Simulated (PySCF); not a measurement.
```xyz
3
charge 0 multiplicity 3, angstrom
Ce    0.0000    0.0000   -0.0135
H     1.6824    0.0000    1.1244
H    -1.6824    0.0000    1.1244
```

Level of theory: PySCF, UPBE0, basis Ce def2-TZVP with ECP28, H def2-TZVP (scalar-relativistic core potentials, no spin–orbit coupling, density fitting).

This geometry of CeH2 is a stationary point at this level.

Task: What is the point group?

Result: C2v.

Task: Is it a minimum?

Result: Yes: all harmonic wavenumbers are real.

Task: List the harmonic modes with their infrared intensities.

Result: 
```
ω (cm⁻¹)  IR (km/mol)     type
     454          193     bend
    1380          739  stretch
    1414          623  stretch
```

Task: Give the atomic charges and bond orders.

Result: 
```csv
atom,Mulliken,Löwdin,polar tensor,spin (Mulliken),Mayer order to Ce1
Ce1,0.47,0.41,1.01,2.06,–
"H2,3",-0.24,-0.20,-0.51,-0.03,0.92
```

The spin densities have lower symmetry than the nuclear frame, so modes carry no symmetry labels. This need not be the most stable arrangement of these atoms. Other spin states or occupations of the open shell can lie lower. The pruned grid is coarse for the open f shell: energies are uncertain by about 2 kJ/mol and soft modes are noisy. With an element this heavy the missing spin–orbit coupling can shift these numbers.
